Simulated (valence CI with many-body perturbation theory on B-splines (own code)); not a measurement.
## Mn4+: calculated level list

Computed by relativistic CI+MBPT: three valence electrons over a frozen Dirac-Fock core [Ar], a basis of 9 s, 9 p, 10 d, 8 f, 5 g, 3 h, 1 i functions for each j, with the one-electron correlation potential Σ1 (screened to all orders), the two-electron term Σ2, the three-electron term Σ3, Breit, model QED; selected single and double excitations, second order for the rest, scaled by the run's own slope (own B-spline code, finite nucleus).

Against 62 measured levels this calculation errs by 835 cm⁻¹ on average and by 1518 at most. These come from a selection out of Corliss and Sugar, J. Phys. Chem. Ref. Data 6, 1253 (1977). Levels without a partner in it may be off by more, other configurations by 1,000 to 8,000 cm⁻¹.

Levels 46 to 73 of 73, with energies above the lowest level, 3d3 4F_3/2. "Leading %" is the weight of the configuration and term that name the level; weights of strongly mixed levels are sums over their largest components and can fall short. In the jj column 3d3/2^4 stands for four electrons in 3d with j = 3/2. Lifetimes count E1, E2, E3, M1 and M2 decay at the calculated energies, and are blank where another channel may lead or the interval is too uncertain; long ones can be off by a factor of two.

```
No.  Configuration  Term    J  E (eV)  Leading %                Leading jj  Lifetime
 46         3d2.4p   2F°  7/2  30.392         70      3d5/2^2 4p1/2 (45 %)    193 ps
 47         3d2.4p   4D°  1/2  30.433         99      3d3/2^2 4p3/2 (69 %)    123 ps
 48         3d2.4p   4D°  5/2  30.473         67  3d3/2 3d5/2 4p3/2 (81 %)    148 ps
 49         3d2.4p   4D°  3/2  30.517         53  3d3/2 3d5/2 4p3/2 (88 %)    160 ps
 50         3d2.4p   4D°  7/2  30.572         72      3d5/2^2 4p3/2 (60 %)    145 ps
 51         3d2.4p   2D°  5/2  30.625         74      3d5/2^2 4p3/2 (71 %)    201 ps
 52         3d2.4p   2G°  7/2  30.928         98  3d3/2 3d5/2 4p3/2 (43 %)    139 ps
 53         3d2.4p   2G°  9/2  31.021         97      3d5/2^2 4p3/2 (40 %)    138 ps
 54         3d2.4p   2S°  1/2  31.419         97  3d3/2 3d5/2 4p3/2 (39 %)    244 ps
 55         3d2.4p   4S°  3/2  31.838         86  3d3/2 3d5/2 4p3/2 (41 %)    112 ps
 56         3d2.4p   2P°  3/2  32.022         79      3d5/2^2 4p1/2 (44 %)    143 ps
 57         3d2.4p   2F°  5/2  32.069         93  3d3/2 3d5/2 4p1/2 (37 %)    143 ps
 58         3d2.4p   2P°  1/2  32.143         96      3d5/2^2 4p3/2 (55 %)    146 ps
 59         3d2.4p   2F°  7/2  32.208         91  3d3/2 3d5/2 4p3/2 (39 %)    146 ps
 60         3d2.4p   4D°  1/2  32.237         97      3d3/2^2 4p1/2 (32 %)    295 ps
 61         3d2.4p   4D°  3/2  32.279         93  3d3/2 3d5/2 4p1/2 (60 %)    290 ps
 62         3d2.4p   4D°  5/2  32.358         86  3d3/2 3d5/2 4p3/2 (47 %)    278 ps
 63         3d2.4p   2D°  3/2  32.427         87      3d5/2^2 4p3/2 (30 %)    214 ps
 64         3d2.4p   4D°  7/2  32.496         93      3d5/2^2 4p3/2 (63 %)    274 ps
 65         3d2.4p   2D°  5/2  32.501         83      3d5/2^2 4p3/2 (37 %)    213 ps
 66         3d2.4p   2G°  7/2  32.747         98  3d3/2 3d5/2 4p3/2 (39 %)    117 ps
 67         3d2.4p   4P°  1/2  32.747         98  3d3/2 3d5/2 4p1/2 (42 %)    277 ps
 68         3d2.4p   2G°  9/2  32.766         98  3d3/2 3d5/2 4p3/2 (55 %)    118 ps
 69         3d2.4p   4P°  3/2  32.788         98  3d3/2 3d5/2 4p3/2 (27 %)    275 ps
 70         3d2.4p   4P°  5/2  32.879         94  3d3/2 3d5/2 4p3/2 (46 %)    266 ps
 71         3d2.4p   2D°  5/2  33.353         98  3d3/2 3d5/2 4p3/2 (43 %)    113 ps
 72         3d2.4p   2D°  3/2  33.356         97  3d3/2 3d5/2 4p3/2 (44 %)    110 ps
 73         3d2.4p   2H°  9/2  33.482         98  3d3/2 3d5/2 4p1/2 (49 %)    288 ps
```

Names give the largest LS component (configuration and term), which can be under half, so a name can repeat, a term be missing and a line seem to break the LS rules; names also repeat where a configuration has a term twice.

Where two levels of one J and parity lie close, their mixing, g and order are uncertain.
